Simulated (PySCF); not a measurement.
FH₃O₃Sn. Atoms are numbered in the order given.

```xyz
8

O     -1.2574     0.8416    -1.2502
Sn     0.0124     0.0147    -0.0147
O      0.8843     1.3651     1.0984
O      1.3363    -1.0499    -0.9822
F     -0.9753    -1.1717     1.1482
H     -1.7361     0.1798    -1.7654
H      0.2435     1.8675     1.6175
H      1.9473    -1.4928    -0.3797
```
Charge 0, spin multiplicity 1.

Geometry: PBE0-D3(BJ)/def2-SVP. The structure was generated by enumeration; whether it is a known compound was not checked. The def2 effective core potentials stand for the cores of Sn; spin–orbit coupling is left out. Other conformers were not sampled.

Method: PBE/def2-TZVP in PySCF.

ESP charges are fitted to the potential on shells at 1.4 to 2.0 van der Waals radii. Atomic charges (e):

| atom | Löwdin | Mulliken | ESP fit |
|---|---|---|---|
| O1 | -0.28 | -0.60 | … |
| Sn2 | 0.57 | 1.28 | … |
| O3 | -0.28 | -0.60 | … |
| O4 | -0.28 | -0.60 | … |
| F5 | -0.23 | -0.43 | … |
| H6 | 0.17 | 0.32 | … |
| H7 | 0.17 | 0.32 | … |
| H8 | 0.17 | 0.32 | … |

Task: Fill in the missing entries. (The exact figures need the calculation; the answer reports its results.)

Result: 
- O1, ESP fit: -0.65
- Sn2, ESP fit: 1.14
- O3, ESP fit: -0.65
- O4, ESP fit: -0.64
- F5, ESP fit: -0.42
- H6, ESP fit: 0.41
- H7, ESP fit: 0.41
- H8, ESP fit: 0.41
